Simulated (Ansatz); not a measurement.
Mulliken charges of ClH₂InS₂, SMILES `[SH][In]([SH])[Cl]` from ωB97M-V/def2-TZVPP in Ansatz (PBE0-D4/def2-TZVP geometry).

| atom | x (Å) | y (Å) | z (Å) | charge (e) |
| --- | --- | --- | --- | --- |
| S1 | -1.608 | 1.459 | -1.068 | -0.301 |
| In2 | -0.214 | -0.249 | -0.221 | 0.685 |
| S3 | 1.568 | 0.051 | 1.305 | -0.316 |
| Cl4 | -0.628 | -2.413 | -0.949 | -0.338 |
| H5 | -0.972 | 2.416 | -0.371 | 0.129 |
| H6 | 1.854 | -1.263 | 1.305 | 0.140 |

Question: By hand: the dipole of these point charges (1 e Å = 4.8032 D).

Answer: Σ q r = (0.188, 0.325, 0.213) e Å, of length 0.432 e Å = 2.07 D.

Question: How does the dipole of the full density compare? (Estimate.)

Answer: The calculation gave: (0.147, 0.261, 0.168) e Å, 1.65 D; the point charges give 1.25 times that, at 1° from its direction.

Point charges leave out the atoms' own dipoles, such as those of lone pairs, and Mulliken's split depends on the basis, so the two needn't agree.
